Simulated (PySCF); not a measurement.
# Working out the excitation energy of Mg

Mg [Ne] 3s2 (1S) → Mg [Ne] 3s1 3d1 (3D). Computed with PySCF 2.14 in x2c-TZVPPall with one added diffuse shell each of s, p, d type (6s5p4d, 41 functions), with scalar relativity by spin-free X2C-1e. Frozen: [Ne]. Energies in hartree (1 hartree = 27.21139 eV):

| part | Mg (lower) | Mg (upper) |
| --- | --- | --- |
| UHF | -199.912941 | -199.726912 |
| CCSD correlation | -0.032816 | -0.001716 |
| (T) | 0.000000 | 0.000000 |

Question: What does Hartree-Fock give?

Answer: (-199.726912) − (-199.912941) = 0.186029 hartree = 5.062 eV.

Question: What do CCSD and CCSD(T) give?

Answer: The CCSD correlation energies differ by 0.031100 hartree = 0.846 eV and the triples by 0.000000 hartree = 0.000 eV, so CCSD gives 5.908 eV and CCSD(T) 5.908 eV.

Measured between the centres of the two terms (NIST): 5.946 eV, so CCSD(T) (valence) is off by -0.038 eV.

What remains against the reference includes basis incompleteness, the frozen core and higher excitations.
